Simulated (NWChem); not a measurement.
System: H$_{2}$SeO$_{2}$; SMILES O[Se]O

Here is an NWChem input.

```
start job
memory heap 200 mb stack 900 mb global 1100 mb
geometry units angstroms noautosym nocenter noautoz
  Se     0.392615    -0.010231     0.000000
  O     -0.730569    -0.090441     1.393587
  H     -0.999793     0.812778     1.606801
  O     -0.730569    -0.090441    -1.393587
  H     -0.999793     0.812778    -1.606801
end
basis spherical
  * library def2-svp
end
dft
  xc b3lyp
  iterations 150
end
property
  efieldgrad
end
task dft property
```

The geometry was optimised at PBE0/def2-SVP.

Vzz is the largest principal value of the second derivative of the potential at the nucleus (NWChem prints the opposite sign); η is the asymmetry. Non-relativistic.

Atoms are numbered as in the input.

Q: Give the results of this calculation. (B3LYP/def2-SVP.) Quantities: Vzz Se1 (a.u.); η Se1; Vzz O4 (a.u.); η O4.

A: 
```yaml
Vzz Se1 (a.u.): -9.548
"η Se1": 0.31
Vzz O4 (a.u.): 1.517
"η O4": 0.97
```
